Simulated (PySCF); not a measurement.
**Vertical excitation energies**

C3H4N2OSi.
InChI=1S/C3H4N2OSi/c4-1-3(2-6)5-7/h2H,7H3/b5-3+

The calculation used TDDFT CAM-B3LYP/def2-SVPD, vertical, gas phase, core orbitals frozen in the response in PySCF 2.14.0, density-fitted response routines. Geometry: GFN2-xTB, one conformer, isolated molecule. Torsions of this conformer, `[N:1]#[C:2]/[C:3]([CH:4]=[O:5])=[N:6]\[SiH3:7]`: C2–C3–C4–O5 0°.

| state | E (eV) | E (hartree) | f | symmetry | main configurations (H = HOMO, L = LUMO) |
| --- | --- | --- | --- | --- | --- |
| S1 | 2.89 | 0.1064 | 0.0000 | – | H→L (95%) |
| S2 | 3.80 | 0.1398 | 0.0001 | – | H-1→L (84%), H→L+1 (8%) |
| S3 | 5.76 | 0.2116 | 0.0002 | – | H-3→L (36%), H→L+1 (26%), H-5→L (16%) |
| S4 | 5.86 | 0.2153 | 0.273 | A′ | H-2→L (92%) |
| S5 | 6.00 | 0.2203 | 0.0019 | – | H→L+1 (47%), H-3→L (33%) |
| S6 | 6.70 | 0.2461 | 0.0030 | A″ | H-5→L (62%), H-3→L (23%) |
| S7 | 6.80 | 0.2500 | 0.090 | A′ | H-4→L (85%) |
| S8 | 7.09 | 0.2606 | 0.025 | A′ | H→L+2 (78%), H-1→L+2 (12%) |

Triplets, Tamm–Dancoff:

```
state  E (eV)  λ (nm)  main configurations (H = HOMO, L = LUMO)
   T1    2.32   535.4                                 H→L (92%)
   T2    3.23   384.3                  H-1→L (78%), H→L+1 (12%)
   T3    3.74   331.4                               H-2→L (81%)
```

The lowest singlet comes at 428 nm (279 kJ/mol) in the visible; it is dark (f under 0.0005); its leading configuration is HOMO→LUMO (95%). The most intense listed level is S4 at 5.86 eV (212 nm, f = 0.273), 2.96 eV above S1. Löwdin shares by element: HOMO nitrogen 34% or more, oxygen 26%, carbon 21% or more (atoms not listed hold the other 19%); LUMO carbon 32% or more, nitrogen 30% or more, oxygen 14% (atoms not listed hold the other 23%). The listed states span 4.20 eV, and the widest gap between neighbours is 1.95 eV (S2 to S3). The oscillator strengths of these states sum to 0.393; summed over the whole spectrum of an exact calculation they would give the number of electrons, 58 (Thomas–Reiche–Kuhn). Orbital energies (eV): HOMO-3 -12.07, HOMO-2 -11.12, HOMO-1 -10.54, HOMO -9.63, LUMO -2.49, LUMO+1 0.18, LUMO+2 0.64. S1 lies in the visible range (380 to 750 nm), at 428 nm, dark in the vertical dipole picture (f under 0.0005); light of that wavelength is violet, and its complementary colour is yellow-green; a Tamm–Dancoff triplet lies at 535 nm, without intensity as long as spin–orbit coupling is left out. Symmetry labels in Cs follow from the direction of the transition dipole and are given only for states with f of 0.002 or more. Only the lowest 8 singlets were computed, as vertical energies without vibronic structure.

The run took 50 s of wall time (grids of density and orbitals included) on one thread of an Intel Xeon at 2.70 GHz, no GPU, shared host with 64 logical CPUs at a one-minute load of 60, and the process peaked at 0.76 GiB of memory.
